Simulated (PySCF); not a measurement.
**Fractional electron number in B(2+) (boron, charge +2)**

The 2s alpha orbital of [He] 2s1 is emptied in steps (occupation f), with all orbitals relaxed, ending at 1s2. All numbers are calculated (PySCF 2.14, the non-relativistic Hamiltonian (point nucleus), in def2-TZVP (5s3p2d1f, 31 functions)). The exact energy is a straight line in f; departures are measured from the line between the end points of the same method.

Question: Among UHF, LDA, PBE, PBE0, LC-wPBE, BHandHLYP, HSE06, which shows the largest delocalisation error (convex curve), and which is closest to linear?

Answer: Most convex: PBE (-1.349 eV at f = 0.5); closest to linear: UHF (0.001 eV).

```tsv
f	UHF (eV)	LDA (eV)	PBE (eV)	PBE0 (eV)	LC-wPBE (eV)	BHandHLYP (eV)	HSE06 (eV)
1	0.000	0.000	0.000	0.000	0.000	0.000	0.000
0.9	0.000	-0.493	-0.503	-0.373	-0.104	-0.274	-0.410
0.7	0.001	-1.125	-1.156	-0.854	-0.229	-0.637	-0.942
0.5	0.001	-1.294	-1.349	-0.993	-0.255	-0.756	-1.099
0.3	0.001	-1.025	-1.101	-0.808	-0.200	-0.639	-0.897
0.1	0.000	-0.385	-0.446	-0.326	-0.081	-0.288	-0.362
0	0.000	0.000	0.000	0.000	0.000	0.000	0.000
```

| method | E(f=0) − E(f=1) (eV) | −ε at f=1 (eV) | −ε at f=0.5 (eV) |
| --- | --- | --- | --- |
| UHF | 37.810 | 37.814 | 37.810 |
| LDA | 37.880 | 32.349 | 38.161 |
| PBE | 38.267 | 32.639 | 38.428 |
| PBE0 | 38.212 | 34.039 | 38.346 |
| LC-wPBE | 38.350 | 37.167 | 38.438 |
| BHandHLYP | 38.341 | 35.289 | 38.343 |
| HSE06 | 38.206 | 33.616 | 38.334 |

As f goes to zero the orbital energy of a semilocal functional can turn back, because the density of that orbital vanishes from the exchange-correlation potential.

Reference removal energy between the ground levels: 37.931 eV (measured; NIST Atomic Spectra Database, ionization energies). UHF lacks correlation.
